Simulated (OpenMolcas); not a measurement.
# Mo4+: moving the ligands

Mo4+ with 6 ligands (chloride) in octahedral coordination (Oh) at 2.41 Å. A charge of +0.333 e stands 2.6 Å behind each ligand. Ligand basis ANO-RCC-VDZP.
```
Mo    0.0000    0.0000    0.0000
Cl    2.4100    0.0000    0.0000
Cl    0.0000    2.4100    0.0000
Cl   -2.4100    0.0000    0.0000
Cl    0.0000   -2.4100    0.0000
Cl    0.0000    0.0000    2.4100
Cl    0.0000    0.0000   -2.4100
```

```
Program             : OpenMolcas 26.06
Method              : CASSCF
Basis               : ANO-RCC-VTZP [7s6p4d2f1g]
Scalar Hamiltonian  : DKH2, point nucleus
Active space        : 2 electrons in 5 orbitals (4d)
State averaging     : 2S+1 = 3 even, 10 roots; 2S+1 = 1 even, 15 roots
Spin-orbit coupling : state interaction with AMFI integrals over the reference wave functions
```

Runs around this geometry, states (labels of O, the rotations of Oh). Energies in cm-1 above the lowest state or level, χT in cm3 K/mol; under a threefold ground state the first gap can be a small split of the lowest multiplet, not the spin-orbit step; 10Dq and B are least-squares fits to the states below 45000 cm-1, weighted by degeneracy, with a free offset, and given where the rms deviation is under 5 % of |10Dq| (or 100 cm-1) and under 700 cm-1.

```
R (Å)  Ground state  First state of that spin   10Dq  B (rms of fit)  First gap with spin-orbit (degeneracies)  χT at 300 K  First state of another spin
 2.36           3T1                 3T2 22847  23247       638 (394)                               25.4 (2, 3)        0.414                     1T2 9412
 2.41           3T1                 3T2 20890  21680       615 (502)                               29.5 (2, 3)        0.402                     1T2 9644
  2.5           3T1                 3T2 17855  18607       625 (539)                               37.4 (2, 3)        0.383                    1T2 10001
```

Taking |10Dq| as R^-n, n = -ln(18607 / 23247) / ln(2.5 / 2.36) = 3.9 between the shortest and longest distance. The point-charge formula for a cubic d site gives n = 5.

An orbital triplet at a regular site is open to Jahn-Teller coupling, which can distort the site and quench the lowest spin-orbit gaps and is left out. Without dynamic correlation the repulsion within the d shell is too large (B by tens of per cent), so at a given field states of lower spin stand too high. With metal d orbitals alone the field can be off either way by tens of per cent. Ligand-to-metal charge-transfer states are missing. With no ligand orbital active B as a rule stays too high, so bands that hang on it stand too high and its fall with covalency is understated. The least metal-like active orbital is 70 % on the metal (Löwdin) and no ligand orbital is active, so the numbers are rough (holds for R = 2.36). The least metal-like active orbital is 72 % on the metal (Löwdin) and no ligand orbital is active, so the numbers are rough (holds for R = 2.41). The least metal-like active orbital is 73 % on the metal (Löwdin) and no ligand orbital is active, so the numbers are rough (holds for R = 2.5). No measured value stands beside these numbers; the geometry is a model, was not optimised and need not be the one that this ion takes.
